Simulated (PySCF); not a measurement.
Al(Cl)(Br)(NH2) (AlBrClH2N), SMILES [NH2][Al]([Cl])[Br]. Geometry optimised at PBE0-D3(BJ)/def2-SVP. The structure was generated by enumeration; whether it is a known compound was not checked. The values are those of a single conformer.

Problem. Give the equilibrium geometry at PBE0-D3(BJ)/def2-SVP (PySCF confirms it by a frequency run) as a Z-matrix, and its point group. (Estimate from the structure and the level; the computed values follow.)

Solution. This is not unique; one that fits is point group Cs.
```
Al
N 1 1.7532
H 2 1.0135 1 124.63
H 2 1.0137 3 110.82 1 180.00
Cl 1 2.0930 2 119.82 3 180.00
Br 1 2.2421 2 120.14 3 0.00
```
Charge 0, spin multiplicity 1.
